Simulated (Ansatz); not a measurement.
Geometry optimisation, RKS r2SCAN-D4/def2-SVP (Ansatz).

Input file:

```yaml
crystal:
  periodic: [false, false, false]
  atoms:
    - { symbol: Hf, position_ang: [0.0, 0.0, 0.0] }
    - { symbol: Cl, position_ang: [0.0, 0.0, 2.87] }
    - { symbol: Cl, position_ang: [2.3764, 0.0, -0.8392] }
    - { symbol: Cl, position_ang: [-1.1869, 2.0563, -0.8392] }
    - { symbol: F, position_ang: [-0.9326, -1.6157, -0.6593] }
    - { symbol: H, position_ang: [1.1276, 1.7004, 0.6779] }
    - { symbol: H, position_ang: [0.9359, 1.4115, 1.7104] }
basis:
  gaussian: { orbitals: def2-SVP }
hamiltonian:
  xc: r2scan
  dispersion: d4
relax:
  f_tol: 0.15
  max_steps: 25
  restrain:
    - { distance: [0, 5], at: 1.85, k: 30.0 }
    - { distance: [6, 1], at: 1.37, k: 30.0 }
    - { distance: [0, 1], at: 3.72, k: 30.0 }
    - { distance: [6, 5], at: 1.86, k: 30.0 }
```

Launched with:

```bash
$ ansatz run input.yaml --threads 4 --pin off --max-ram 5120MiB --backend cpu --events-out ev --progress --plain --runs-dir out
```

Q: Where does it end, and by what steps?

A: It converged. The restraints hold the end off the free minimum. After 14 steps the energy has fallen by 0.758 eV (the restraints' own energy left out); Cl3 moved furthest, 1.42 Å. Joined: Cl2–H7 (2.05 → 1.34 Å).

| step | energy less start (eV) | largest force component (eV/Å) | accepted |
| --- | --- | --- | --- |
| 0 | 0.0000 | 3.389 | yes |
| 1 | 0.8896 | 2.690 | yes |
| 2 | 1.2204 | 2.277 | yes |
| 3 | 0.9585 | 1.621 | yes |
| 4 | 0.2634 | 0.963 | yes |
| 5 | -0.1558 | 0.867 | yes |
| 6 | -0.4263 | 0.981 | yes |
| 7 | -0.5785 | 0.905 | yes |
| 8 | -0.6509 | 0.768 | yes |
| 9 | -0.6545 | 0.768 | yes |
| 10 | -0.6606 | 0.835 | yes |
| 11 | -0.6901 | 0.771 | yes |
| 12 | -0.6911 | 1.198 | yes |
| 13 | -0.7417 | 0.983 | yes |
| 14 | -0.7585 | 0.980 | yes |

```xyz
7
Properties=species:S:1:pos:R:3
Hf 0.463 0.312 -0.474
Cl -0.709 0.669 3.033
Cl 2.011 0.118 -2.210
Cl -1.218 1.876 -0.920
F -0.163 -1.408 0.004
H 1.447 0.972 0.947
H 0.489 1.014 2.542
```

Time of the run: 38 s on 4 threads of Intel(R) Xeon(R) Platinum 8488C (Sapphire Rapids), with other jobs on the host, peak memory 0.29 GiB.
